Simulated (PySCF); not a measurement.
C6H8OSe.
Cartesian coordinates in Å at the PBE0-D3(BJ)/def2-SVP level; atoms count from 1:
```
atom  x, y, z in Å
C1    -2.1363    1.4346    1.1781
C2    -1.8898    0.5228    0.4208
C3    -1.5879   -0.6022   -0.4584
C4    -0.5205   -1.5017    0.1131
Se5   -0.7803   -3.2135    0.4233
C6     0.7772   -0.8229    0.4362
O7     1.0346    0.1845   -0.4914
C8     2.0222    1.0834   -0.0876
H9    -2.3667    2.2484    1.8404
H10   -2.4955   -1.1878   -0.6628
H11   -1.2023   -0.2076   -1.4161
H12    0.6614   -0.3957    1.4582
H13    1.5926   -1.5684    0.4891
H14    2.1351    1.8342   -0.8812
H15    1.7428    1.5996    0.8514
H16    2.9989    0.5857    0.0674
```

Level: CAM-B3LYP/def2-SVPD in PySCF, non-relativistic, on one gas-phase PBE0-D3(BJ)/def2-SVP geometry that isn't relaxed in the solvent. The solvent is an IEF-PCM continuum (van der Waals radii × 1.2). Only the electrostatic response of the medium enters. Spin–orbit coupling is left out although an atom past zinc is present.

Gas phase at CAM-B3LYP/def2-SVPD: HOMO -7.62 eV, LUMO -1.44 eV, dipole 2.56 D.

Problem. What does the continuum do to the energy, the frontier levels and the dipole at CAM-B3LYP/def2-SVPD in dichloromethane and dimethylsulfoxide?

Solution. 
```csv
solvent,ε,E(solvent) − E(gas) (kcal/mol),polarisation term (kcal/mol),distortion of the solute (kcal/mol),HOMO (eV),LUMO (eV),dipole (D)
dichloromethane,8.93,-4.84,-5.43,0.59,-7.75,-1.48,3.30
dimethylsulfoxide,46.83,-5.67,-6.48,0.81,-7.78,-1.49,3.42
```

Polarisation term: ½ Σ q·V over the induced surface charges. Distortion: the rise of the solute's own energy as its density leaves the gas-phase optimum. From dichloromethane to dimethylsulfoxide the lowering changes by a factor 1.17, Onsager's factor (ε − 1)/(2ε + 1) by 1.15 and ε itself by 5.2.

Problem. Which radius a makes the point-dipole formula ΔE = −[(ε − 1)/(2ε + 1)]·μ²/a³ give the value in dimethylsulfoxide, with the gas-phase dipole?

Solution. μ = 1.006 au and |ΔE| = 0.00903 Eh give a = 2.00 Å; the farthest nucleus lies 3.65 Å from the centroid of the nuclei, so such a sphere wouldn't even hold the nuclei. The formula assumes a rigid point dipole at the centre of a sphere.

Problem. Give the dipole vector in the frame of the coordinates (D, pointing from negative to positive charge), gas and dimethylsulfoxide.

Solution. Gas (1.28, 2.18, 0.37), solvent (1.68, 2.92, 0.55). Its length changes by +34 % and its direction by 1°.

Problem. How does the static polarisability (CAM-B3LYP/def2-SVPD, frozen core, with the continuum's full static response) change?

Solution. 
```csv
medium,isotropic (au),principal values (au),⟨r²⟩ of the electrons (bohr²)
gas,105.5,"82.4, 97.0, 137.0",1729.2
dichloromethane,139.6,"112.1, 124.7, 182.0",1728.5
dimethylsulfoxide,147.1,"119.9, 130.9, 190.6",1728.4
```

The isotropic value in dimethylsulfoxide is 1.39 times the gas-phase one; no cavity-field correction is applied. ⟨r²⟩ is taken about the centre of nuclear charge.
